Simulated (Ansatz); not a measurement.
CH5Bi (SMILES [CH3][BiH2]) moved off its minimum; all values from Ansatz (a first-principles code), cores frozen in correlated methods. Elements past Kr take the def2 small-core potentials, without spin–orbit coupling.
(charge 0, multiplicity 1)
```xyz
7

Bi    -0.0775    -0.0245     0.2340
H      0.2530    -1.4513    -1.0578
H     -1.6369     0.2951    -0.6904
C      1.1516     1.3249    -1.0173
H      1.0381     2.2820    -0.6394
H      0.8928     1.2302    -2.1384
H      2.0837     1.2130    -0.9112
```

Give the forces (eV/Å), the total energy and the dipole at CCSD(T)/def2-TZVPPD.


```tsv
atom	Fx	Fy	Fz
Bi1	-0.366	-1.568	-0.915
H2	-0.217	0.798	1.005
H3	0.360	0.079	0.223
C4	-6.460	-0.104	-3.370
H5	-0.993	2.264	0.345
H6	0.229	0.373	1.897
H7	7.447	-1.842	0.814
```
Energy -254.6446 hartree, dipole 1.44 D.
